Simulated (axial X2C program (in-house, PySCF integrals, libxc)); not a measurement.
**NaRh⁻: from the spin-free to the two-component result**

Computed with an in-house all-electron X2C program for linear molecules (integrals from PySCF). Spin-free means the one-electron spin-free X2C Hamiltonian; two-component (2c) means X2C with spin–orbit coupling and atomic mean-field two-electron Coulomb and Gaunt terms, so the difference of the two also holds small scalar two-electron terms. Basis: Rh dyall-acv3z [13s13p9d5f3g], Na dyall-av3z [10s9p5d2f] (cores contracted in-house); Gaussian nuclei, density fitting, unrestricted open shells. Masses: Rh 102.906 u, Na 22.990 u.

Spin-free state: M_S = 3/2, Λ = 2 (beyond evenly filled blocks: 2 × σα, δ+α, δ+β, δ-α); fragments Rh- + Na.

```json
{"level": "PBE0", "Re (Å)": "2.961", "ωe (cm⁻¹)": "136.9", "De (eV)": "0.984", "μ (D)": "-8.78"}
{"level": "CCSD", "Re (Å)": "2.997", "ωe (cm⁻¹)": "136.8", "De (eV)": "0.908", "μ (D)": "n/a"}
{"level": "CCSD(T)", "Re (Å)": "2.970", "ωe (cm⁻¹)": "143.2", "De (eV)": "0.927", "μ (D)": "n/a"}
{"level": "PBEsol", "Re (Å)": "2.826", "ωe (cm⁻¹)": "158.8", "De (eV)": "1.180", "μ (D)": "-11.55"}
```

Correlated methods: 11 electrons correlated (number of frozen shells: Rh 4 s, 3 p, 1 d; Na 2 s, 1 p), 337 virtual spin orbitals or spinors in MP2, 90 natural virtuals in coupled cluster.

Dipoles are positive if Na is the positive end and refer to the centre of mass.

Two-component determinant lowest at the distance of the search:

Ω = 7/2 (⟨Sz⟩ = 1.48, ⟨Lz⟩ = 2.02 at HF); fragments Rh- + Na.

```tsv
level	Re (Å)	ωe (cm⁻¹)	μ (D)
PBE0	2.961	136.9	-8.78
CCSD	2.997	137.3	n/a
CCSD(T)	2.970	143.6	n/a
PBEsol	2.827	158.5	-11.52
```

**Question.** From the two tables, how do the constants change at the CCSD(T) level (2c against spin-free)?

**Answer.** At the CCSD(T) level Re is unchanged within 0.001 Å and ωe increases by 0.4 cm⁻¹.

The state is one determinant whose occupation by symmetry is held fixed; it was picked as the lowest of a PBE0 search that is not exhaustive. Dissociation energies refer to the lowest single-determinant-based atoms at the same level and basis. De is not given where an atomic determinant may have missed its ground term or J level, or where the truncated virtual space spoils (T). Density functionals use the spin component along the axis (collinear). Coupled cluster ran in a truncated set of natural virtual spinors; the MP2 energy of the rest was added. (T) has no such correction and the atoms are truncated less, which lowers De at CCSD(T) by a hundredth of an eV or more. Other states lie close and PBE0, whose exact exchange favours high spin, may order them wrongly; the determinant shown need not be the ground state. The nearest other spin-free determinant of the search, M_S = 1/2, Λ = 0, lies 0.31 eV up at the distance of the search. Without a current term, density functionals place determinants with orbital angular momentum somewhat too high. The atomic limit has a lower orbital projection than the molecule and lies lower at mean-field level, so De may be about a tenth of an eV too small. With several unpaired electrons one determinant need not be a pure state. At some level and bond length an empty orbital lies below a filled one. The highest occupied level of some functionals is positive through self-interaction error; at Hartree–Fock it is bound. The determinant is spin-polarised beyond a pure state at some levels (its spin-free form has ⟨S²⟩ too high), which makes Re and μ there less reliable. The T1 diagnostic is large, a sign of multireference character. With the outer-core shells frozen, correlated bond lengths of heavy atoms tend to come out a few hundredths of an ångström too long.
